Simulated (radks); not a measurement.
Initial-state core-level shifts of the cobalt ion Co+ when its valence configuration changes from [Ar] 3d8. All-electron calculation, non-relativistic Kohn-Sham, SCAN, spin-polarised, spherical densities, point nucleus; open shells are filled with parallel spins first; meta-GGA in the generalised Kohn-Sham scheme. Program: a radial shooting solver on a logarithmic mesh with Libxc functionals. Shifts are changes of the shell-averaged eigenvalues in eV (positive: less bound); the change of the density at the nucleus, which sets a Mossbauer isomer shift, is in e/bohr^3, on a base of 1.336e+04.

valence               2s       2p       3s       3p  density at nucleus
3d7 4p1           -7.657   -7.614   -7.111   -6.955              +1.128
3d7.5 4s0.5       -2.964   -2.943   -2.684   -2.609              +3.549
3d6 4p2          -16.614  -16.517  -14.894  -14.534              +2.985
3d6 4s1 4p1      -15.252  -15.157  -13.459  -13.104             +10.709
3d7 4s0.5 4p0.5   -6.952   -6.907   -6.344   -6.186              +4.352
3d5.5 4s0.5 4p2  -20.863  -20.740  -18.271  -17.806              +8.332
